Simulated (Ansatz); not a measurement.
Compare A (`BC[O][AlH][Cl]`) with its isomer B (`B[CH2][Al]([OH])[Cl]`).

Program: Ansatz. Geometries: PBE0-D4/def2-TZVP. ΔE: electronic, gas phase. CBS: MP2 limit from def2 TZ/QZ plus the TZ coupled-cluster correction, frozen cores. Functionals use def2-TZVPP. B3LYP here is the variant with VWN-RPA as its local correlation; programs differ in this. One conformer a species, not always the lowest.

Task: Which isomer does CCSD(T)/CBS put lower? Give the gap. (Best estimate.)

Result: Computed: B, by 35.0 kcal/mol.

Task: Give E(B) − E(A) in kcal/mol with PBE-D4, B3LYP-D4, CCSD(T)/def2-TZVPP, B3LYP, ωB97M-V, r2SCAN-D4, MP2/def2-TZVPP. (Best estimate.)

Result: Ansatz gave: PBE-D4 -34.0, B3LYP-D4 -32.0, CCSD(T)/def2-TZVPP -34.5, B3LYP -32.2, ωB97M-V -33.7, r2SCAN-D4 -34.9, MP2/def2-TZVPP -36.7. None reverses the order clearly.

Largest T1 diagnostic: 0.012.

In def2-TZVPP, CCSD(T) changes the Hartree–Fock value by −5.9 kcal/mol (the triples alone add −0.8 kcal/mol) and MP2 by −8.1 kcal/mol.
